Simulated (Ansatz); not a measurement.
Ansatz (a program for electronic structure) input (HSE06/def2-TZVPD):

Ansatz 0.2 input:
```yaml
crystal:
  periodic: [false, false, false]
  atoms:
    - {symbol: O, position_ang: [1.51949972, -0.19014631, 0.06236824]}
    - {symbol: C, position_ang: [0.32979912, -0.04127022, 0.01353669]}
    - {symbol: C, position_ang: [-1.00244061, -0.54943688, -0.04873661]}
    - {symbol: C, position_ang: [-0.83702727, 0.77962319, -0.02676480]}
    - {symbol: H, position_ang: [-1.73980978, -1.33933751, -0.08892498]}
    - {symbol: H, position_ang: [-1.35817539, 1.72701145, -0.03823258]}
basis:
  gaussian:
    orbitals: def2-TZVPD
hamiltonian:
  xc: {name: HSE06}
output: {forces: true}
```

End of the output:

```
integrals: 0.07 GiB planned
808 factors; their error is unknown
integrals: 0.10 GiB planned
89 factors; integrals over basis functions are off by at most 5.5e-6 eV
mean field: 0.69 GiB planned
mean field evaluation 1: about -5178.1362 eV, gradient 5.2e1 eV
mean field evaluation 2: about -5173.2286 eV, gradient 7.2e1 eV
mean field evaluation 4: about -5183.5489 eV, gradient 3.0e0 eV
mean field evaluation 8: about -5183.5710 eV, gradient 5.6e-1 eV
mean field evaluation 16: about -5183.5714 eV, gradient 2.5e-5 eV
mean field -5183.57144618 eV, -190.4927370964 hartree, gradient 8.4e-6 eV, S^2 0.000000; 0 other end points of the search recorded, 0 dependent functions left out
the calculation of the forces begins
reference -5183.57149081 eV, -190.4927387364 hartree; 14, 14 occupied and 155, 155 virtual orbitals, 808 factors
Total energy: -5183.57149081 eV, -190.4927387364 hartree
Atom 0 at     1.519500    -0.190146     0.062368 Å, force    -0.255106     0.031923    -0.010471 eV/Å
Atom 1 at     0.329799    -0.041270     0.013537 Å, force     0.017370    -0.002174     0.000713 eV/Å
Atom 2 at    -1.002441    -0.549437    -0.048737 Å, force     0.163949     0.087920     0.007949 eV/Å
Atom 3 at    -0.837027     0.779623    -0.026765 Å, force     0.137371    -0.125627     0.004419 eV/Å
Atom 4 at    -1.739810    -1.339338    -0.088925 Å, force    -0.038111    -0.046797    -0.002144 eV/Å
Atom 5 at    -1.358175     1.727011    -0.038233 Å, force    -0.025473     0.054754    -0.000465 eV/Å
Dipole moment:    -0.889825     0.111350    -0.036523 e Å
```
